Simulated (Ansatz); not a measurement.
Ansatz (a program for electronic structure) input (CCSD(T)/def2-SVPD):

Ansatz 0.2 input:
```yaml
crystal:
  periodic: [false, false, false]
  atoms:
    - {symbol: Y, position_ang: [0.52102834, 0.25080810, -0.19790291]}
    - {symbol: O, position_ang: [-0.75254860, 1.51292989, -1.07369032]}
    - {symbol: Cl, position_ang: [-0.84115979, -1.28735028, 0.95927860]}
basis:
  gaussian:
    orbitals: def2-SVPD
total_charge: 1
magnetization: {spin_polarized: true, initial_magnetization: 1}
correlation: {method: ccsd_t, electrons: outside_noble_gas}
```

End of the output:

```
mean field evaluation 1312: about -15555.6175 eV, gradient 1.4e0 eV
mean field -15561.99984536 eV, -571.8929460148 hartree, gradient 3.6e-6 eV, S^2 0.760304; 12 other end points of the search recorded, 0 dependent functions left out
determinant -15561.99984536 eV, -571.8929460148 hartree, with singles and doubles -15571.65135191 eV, -572.2476323382 hartree
determinant -15561.84989105 eV, -571.8874352953 hartree, with singles and doubles -15571.47409213 eV, -572.2411181616 hartree
determinant -15561.55559168 eV, -571.8766199929 hartree, with singles and doubles -15571.28488473 eV, -572.2341649178 hartree
determinant -15561.99984536 eV, -571.8929460148 hartree, with singles and doubles -15571.67178284 eV, -572.2483831612 hartree
determinant -15561.84989105 eV, -571.8874352953 hartree, with singles and doubles -15571.49008646 eV, -572.2417059423 hartree
determinant -15561.55559168 eV, -571.8766199929 hartree, with singles and doubles -15571.30358577 eV, -572.2348521685 hartree
10 core orbitals not correlated
reference -15561.99984536 eV, -571.8929460148 hartree; 8, 7 occupied and 66, 67 virtual orbitals, 777 factors
second order -9.10723251 eV of doubles, -0.00000000 eV of singles
coupled cluster: 0.35 GiB planned
cycle   1  -9.67193753 eV  change   -4.9e-8 eV  update   3.9e-6
perturbative correction -0.31382926 eV, -0.0115330125 hartree
Total energy: -15571.98561215 eV, -572.2599161755 hartree
```

The spin state was set by rule; other spins were not relaxed.
